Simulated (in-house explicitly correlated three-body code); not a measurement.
Computed with an exponentially correlated three-body code. Model: two electrons around a point charge, non-relativistic, variational in 260 exponentially correlated functions (energies converged to about 1e-7 hartree, or 1e-8 relative for large Z).

For two electrons in a singlet the Kohn-Sham orbital is the square root of half the density, so the exact Kohn-Sham potential and energy parts follow from the density alone, and exchange is minus half the Hartree energy. The Kohn-Sham level equals minus the binding energy of the second electron.

Command:
```bash
python run_hyl.py task.json out
```
Settings (lengths in bohr, energies in hartree):
```
Z                      1.185
interaction_strength   1
functions              260
states_tried           13
```

Run time, properties included: 66 s on 1 thread of Arm Neoverse N1 (shared host).

**Converged states only, values per electron or pair.**

Given: nuclear charge 1.185.

```json
{"term": "1 1S", "mean r (bohr)": "1.9369", "mean r squared (bohr²)": "5.5395", "mean inverse r (1/bohr)": "0.87272", "mean r12 (bohr)": "3.075", "mean inverse r12 (1/bohr)": "0.43661", "mean cosine": "-0.099053", "mean p1 dot p2 (bohr⁻²)": "0.056343", "delta r1 (bohr⁻³)": "0.2998", "delta r12 (bohr⁻³)": "0.0082995"}
{"term": "2 3S", "mean r (bohr)": "7.8737", "mean r squared (bohr²)": "129.38", "mean inverse r (1/bohr)": "0.63727", "mean r12 (bohr)": "14.565", "mean inverse r12 (1/bohr)": "0.086722", "mean cosine": "-0.010415", "mean p1 dot p2 (bohr⁻²)": "0.00059158", "delta r1 (bohr⁻³)": "0.26581", "delta r12 (bohr⁻³)": "-"}
{"term": "2 1S", "mean r (bohr)": "10.239", "mean r squared (bohr²)": "220.48", "mean inverse r (1/bohr)": "0.62648", "mean r12 (bohr)": "19.27", "mean inverse r12 (1/bohr)": "0.065877", "mean cosine": "-0.0062472", "mean p1 dot p2 (bohr⁻²)": "0.00087857", "delta r1 (bohr⁻³)": "0.26556", "delta r12 (bohr⁻³)": "0.00013259"}
{"term": "2 3P", "mean r (bohr)": "13.836", "mean r squared (bohr²)": "421.34", "mean inverse r (1/bohr)": "0.6163", "mean r12 (bohr)": "26.447", "mean inverse r12 (1/bohr)": "0.047698", "mean cosine": "-0.0038091", "mean p1 dot p2 (bohr⁻²)": "-0.00026246", "delta r1 (bohr⁻³)": "0.26475", "delta r12 (bohr⁻³)": "-"}
{"term": "2 1P", "mean r (bohr)": "14.076", "mean r squared (bohr²)": "435.07", "mean inverse r (1/bohr)": "0.61574", "mean r12 (bohr)": "26.925", "mean inverse r12 (1/bohr)": "0.046476", "mean cosine": "-0.003223", "mean p1 dot p2 (bohr⁻²)": "0.00019343", "delta r1 (bohr⁻³)": "0.26481", "delta r12 (bohr⁻³)": "6.0857e-07"}
{"term": "3 3S", "mean r (bohr)": "22.767", "mean r squared (bohr²)": "1127.4", "mean inverse r (1/bohr)": "0.60804", "mean r12 (bohr)": "44.295", "mean inverse r12 (1/bohr)": "0.030558", "mean cosine": "-0.0019873", "mean p1 dot p2 (bohr⁻²)": "0.00011142", "delta r1 (bohr⁻³)": "0.26502", "delta r12 (bohr⁻³)": "-"}
{"term": "4 3S", "mean r (bohr)": "?", "mean r squared (bohr²)": "?", "mean inverse r (1/bohr)": "?", "mean r12 (bohr)": "?", "mean inverse r12 (1/bohr)": "?", "mean cosine": "?", "mean p1 dot p2 (bohr⁻²)": "?", "delta r1 (bohr⁻³)": "?", "delta r12 (bohr⁻³)": "-"}
{"term": "4 1S", "mean r (bohr)": "51.41", "mean r squared (bohr²)": "5818.3", "mean inverse r (1/bohr)": "0.59944", "mean r12 (bohr)": "101.57", "mean inverse r12 (1/bohr)": "0.013695", "mean cosine": "-0.00053617", "mean p1 dot p2 (bohr⁻²)": "7.2334e-05", "delta r1 (bohr⁻³)": "0.26481", "delta r12 (bohr⁻³)": "1.0911e-05"}
```

Task: What belongs in the row 4 3S?

Result: mean r (bohr): 45.769; mean r squared (bohr²): 4606.3; mean inverse r (1/bohr): 0.60032; mean r12 (bohr): 90.285; mean inverse r12 (1/bohr): 0.015457; mean cosine: -0.00068727; mean p1 dot p2 (bohr⁻²): 3.8429e-05; delta r1 (bohr⁻³): 0.2649.

**Electric-dipole lines between converged S and P states, rate of the upper state's decay.**

```
s state  p state  p minus s (eV)  oscillator strength from s  rate (1/s)
   1 1S     2 1P          2.9785                    0.017435  2.2373e+06
   2 1S     2 1P        0.082601                     0.87167       86023
   4 1S     2 1P       -0.079704                    -0.03703       10208
   2 3S     2 3P               ?                           ?           ?
   3 3S     2 3P       -0.032863                    -0.47381       22204
   4 3S     2 3P        -0.07648                   -0.013836      3511.7
```

Task: What belongs in the row 2 3S 2 3P?

Result: p minus s (eV): 0.14544; oscillator strength from s: 0.84604; rate (1/s): 258860.

**Functionals on the exact density and self-consistent, errors are functional minus exact, hybrids only self-consistent, a dash where a self-consistent run leaves the top level unbound.**

```csv
result,exchange error (millihartree),correlation error (millihartree),functional driven error (millihartree),self consistent total error (millihartree),top level plus exact binding (eV)
LDA VWN5,65.397,-42.415,22.982,-,-
r2SCAN,-7.7806,7.7429,-0.03768,-,-
TPSS,-7.7889,4.1949,-3.594,-,-
AM05,48.412,-31.337,17.074,-,-
RPBE,-12.43,5.6624,-6.7679,-,-
PBEsol,21.305,-2.7391,18.566,-,-
PBE0,-,-,-,3.2203,2.4527
B3LYP VWN-RPA,-,-,-,-10.876,2.5582
SCAN,-7.7806,7.7429,-0.03768,-,-
wB97X,-,-,-,-3.194,-0.045859
PBE,-3.1341,5.6624,2.5283,-,-
OLYP,?,?,?,-,-
revTPSS,-6.9047,0.57987,-6.3249,-,-
BP86,-8.4805,-0.8063,-9.2868,-,-
M06-L,?,?,?,-,-
BLYP,-8.4805,5.8074,-2.6731,-,-
r2SCAN0,-,-,-,1.8595,2.3001
LDA PW92,65.397,-42.351,23.046,-,-
HSE06,-,-,-,2.771,2.8523
PW91,-4.6914,3.6653,-1.0261,-,-
```

Task: What belongs in the row OLYP?

Result: exchange error (millihartree): -7.8332; correlation error (millihartree): 5.8074; functional driven error (millihartree): -2.0258.

Task: What belongs in the row M06-L?

Result: exchange error (millihartree): -8.2096; correlation error (millihartree): 7.7889; functional driven error (millihartree): -0.42076.

**Density and exact potentials over r, pair density (one pair, times 4 pi r12^2) and exact minus Kohn-Sham pair density over r12.**

| radius (bohr) | radial density (electrons/bohr) | exchange potential (hartree) | intracule density (1/bohr) | Coulomb hole against Kohn-Sham (1/bohr) | correlation potential (hartree) |
| --- | --- | --- | --- | --- | --- |
| 0.187 | 0.17005 | -0.85501 | 0.0042368 | -0.007229 | -0.06 |
| 0.223 | ? | ? | ? | ? | ? |
| 0.264 | 0.28395 | -0.84031 | 0.0088066 | -0.01351 | -0.051 |
| 0.314 | 0.3585 | -0.82928 | 0.012733 | -0.01823 | -0.044 |
| 0.372 | 0.44146 | -0.8154 | 0.018239 | -0.02411 | -0.037 |
| 0.442 | 0.53309 | -0.79748 | 0.026217 | -0.03149 | -0.027 |
| 0.524 | 0.62547 | -0.77542 | 0.037319 | -0.04004 | -0.017 |
| 0.623 | 0.7135 | -0.74798 | 0.052995 | -0.04955 | -0.005 |
| 0.739 | 0.78486 | -0.71556 | 0.07398 | -0.05873 | 0.008 |
| 0.877 | 0.83071 | -0.67763 | 0.10156 | -0.06598 | 0.02 |
| 1.04 | ? | ? | ? | ? | ? |
| 1.24 | 0.81318 | -0.58572 | 0.17756 | -0.06444 | 0.039 |
| 1.47 | 0.74678 | -0.53493 | 0.22049 | -0.05118 | 0.043 |
| 1.74 | 0.65076 | -0.48267 | 0.2595 | -0.02965 | 0.041 |
| 2.07 | 0.53236 | -0.42848 | 0.28701 | -0.002584 | 0.036 |
| 2.45 | 0.41185 | -0.37712 | 0.29223 | 0.02163 | 0.027 |
| 2.91 | 0.29567 | -0.32737 | 0.26984 | 0.0367 | 0.018 |
| 3.46 | 0.1954 | -0.2812 | 0.22102 | 0.03801 | 0.01 |
| 4.1 | 0.1187 | -0.24045 | 0.15848 | 0.02819 | 0.005 |
| 4.87 | 0.064038 | -0.20399 | 0.096321 | 0.01443 | 0.002 |
| 5.78 | 0.030307 | -0.17255 | 0.048863 | 0.003999 | 0 |
| 6.86 | 0.012224 | -0.14564 | 0.020205 | -0.0006574 | 0 |
| 8.15 | 0.0040444 | -0.12267 | 0.0066224 | -0.001321 | 0 |

Task: What belongs in the row 0.223?

Result: radial density (electrons/bohr): 0.22257; exchange potential (hartree): -0.84853; intracule density (1/bohr): 0.0061527; Coulomb hole against Kohn-Sham (1/bohr): -0.009986; correlation potential (hartree): -0.056.

Task: What belongs in the row 1.04?

Result: radial density (electrons/bohr): 0.84215; exchange potential (hartree): -0.6347; intracule density (1/bohr): 0.13592; Coulomb hole against Kohn-Sham (1/bohr): -0.06883; correlation potential (hartree): 0.031.
